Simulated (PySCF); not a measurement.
# How methods differ on the excitation energy of Hg

Hg [Xe] 4f14 5d10 6s2 (1S) → Hg [Xe] 4f14 5d9 6s2 7s1 (3D), as a difference of total energies. Computed with PySCF 2.14 in aug-cc-pwCVDZ-PP with ECP60MDF, with scalar relativity through the core potential. Correlated levels: valence and next inner shell: nothing frozen outside the core potential. The calculations carry no spin-orbit coupling.

```csv
method,excitation energy (cm⁻¹)
UHF,91688
MP2 (valence and next inner shell),102100
SCS-MP2 (valence and next inner shell),100860
CCSD (valence and next inner shell),99581
CCSD(T) (valence and next inner shell),100080
```

The upper state lies above the first ionisation limit, where it may autoionise and the basis confines it. A Rydberg-like electron needs more diffuse functions than a valence basis has.

The promoted electron is Rydberg-like, and one or two diffuse shells describe it only roughly, which tends to raise the upper state.
